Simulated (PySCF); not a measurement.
# Radial density of Er⁵¹⁺ (erbium, charge +51)

B3LYP, [Ne] 3s2 3p5, 2P determinant. Computed with PySCF 2.14 in an uncontracted even-tempered set (17 s from 12 bohr⁻², ratio 2.5; 12 p from 15 bohr⁻², ratio 2.5; 4 d from 64 bohr⁻², ratio 2.7; 4 f from 97 bohr⁻², ratio 2.7), with scalar relativity by spin-free X2C-1e.

| r (bohr) | 4πr²ρ (e/bohr) | 4πr²(ρα − ρβ) |
| --- | --- | --- |
| 0.0155 | 91.68 | 0.4458 |
| 0.0261 | 79.25 | 1.3917 |
| 0.0439 | 100.4 | 2.3401 |
| 0.0739 | 100.1 | 0.6222 |
| 0.124 | 41.50 | 1.8941 |
| 0.209 | 43.02 | 5.8926 |
| 0.352 | 5.394 | 0.7576 |
| 0.592 | 0.02567 | 0.0034 |

Densities and radii are taken from the X2C orbitals without a picture-change correction, which distorts them close to the nucleus.

Spin-orbit coupling, absent here, splits the open shell strongly.
